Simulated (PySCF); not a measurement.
Point-charge models of `N#CCPCC(F)(F)F` against its computed dipole.

Coordinates (GFN2-xTB, Å) and charges (e) from the PBE0/pcSseg-1 density (PySCF):

| atom | x | y | z | Mulliken | IAO | Hirshfeld | ESP-fitted |
| --- | --- | --- | --- | --- | --- | --- | --- |
| N1 | -2.366 | -0.322 | 1.842 | -0.2426 | -0.2501 | -0.2227 | -0.4242 |
| C2 | -2.209 | -0.131 | 0.726 | +0.0488 | +0.1303 | +0.0797 | +0.2400 |
| C3 | -1.948 | 0.090 | -0.665 | -0.4230 | -0.4775 | -0.0851 | -0.0835 |
| P4 | -0.226 | -0.489 | -1.144 | +0.2827 | +0.3883 | +0.1477 | -0.2061 |
| C5 | 0.713 | 0.473 | 0.165 | -0.5302 | -0.4901 | -0.1393 | -0.3949 |
| C6 | 2.143 | -0.001 | 0.142 | +0.7826 | +0.8117 | +0.2571 | +0.5905 |
| F7 | 2.240 | -1.320 | 0.373 | -0.2692 | -0.2867 | -0.0890 | -0.1715 |
| F8 | 2.725 | 0.217 | -1.046 | -0.2659 | -0.2833 | -0.0953 | -0.1851 |
| F9 | 2.908 | 0.606 | 1.061 | -0.2643 | -0.2791 | -0.0951 | -0.2143 |
| H10 | -2.666 | -0.469 | -1.271 | +0.2044 | +0.1968 | +0.0729 | +0.1408 |
| H11 | -2.044 | 1.153 | -0.905 | +0.1993 | +0.1908 | +0.0708 | +0.1342 |
| H12 | -0.281 | -1.672 | -0.391 | +0.0958 | -0.0069 | -0.0069 | +0.1720 |
| H13 | 0.707 | 1.539 | -0.078 | +0.1790 | +0.1762 | +0.0559 | +0.2211 |
| H14 | 0.303 | 0.325 | 1.168 | +0.2026 | +0.1794 | +0.0492 | +0.1811 |

Question: Form Σ q r in debye for every column and set it beside the full dipole.

Answer: The full density gives (-1.50, 1.24, -2.66) D, 3.30 D in size; dipole vectors point from the negative to the positive end.

| scheme | μx | μy | μz | size (D) | share of the full size (%) | angle to the full dipole (°) |
| --- | --- | --- | --- | --- | --- | --- |
| Mulliken | -1.74 | 0.46 | -3.78 | 4.19 | 127 | 16 |
| IAO | -2.03 | 1.03 | -3.79 | 4.42 | 134 | 9 |
| Hirshfeld | -0.40 | 0.55 | -2.82 | 2.90 | 88 | 23 |
| ESP-fitted | -1.59 | 1.28 | -2.73 | 3.41 | 103 | 1 |

Question: Which set comes closest?

Answer: Length of the difference vector: ESP-fitted 0.12 D, IAO 1.26 D, Hirshfeld 1.31 D, Mulliken 1.38 D. Closest: ESP-fitted. ESP charges are fitted to the potential around the molecule, whose slowest-falling term is the dipole's. 

Question: What is left for the Hirshfeld atoms' own dipoles?

Answer: The shares of the density sum to the whole, so what Σ q r misses lies in dipoles about the nuclei. The atomic dipoles sum to (-1.50, 1.24, -2.66) − (-0.40, 0.55, -2.82) = (-1.10, 0.69, 0.16) D, 1.31 D in size.

Question: With the origin at the mean of the coordinates, (0.000, 0.000, -0.002) Å, which are the largest single terms, by size, of the ESP-fitted dipole along the direction of the full one?

Answer: C6 -3.10, F9 +2.01, F7 +1.50, H10 +1.40, H11 +1.35 D; all 14 atoms together +3.41 D. The single terms depend on the origin, their sum doesn't.

Question: Give the size of the full dipole in other units.

Answer: 3.30 D = 1.298 au = 0.687 e·Å = 11.01 × 10⁻³⁰ C·m.

One conformer (not necessarily the lowest) at the GFN2-xTB geometry, without solvent, vibrations or thermal averaging.

The values belong to the conformer `[N:1]#[C:2][CH2:3][PH:4][CH2:5][C:6]([F:7])([F:8])[F:9]`: C2–C3–P4–C5 -53°, C3–P4–C5–C6 171°, P4–C5–C6–F7 -59°.
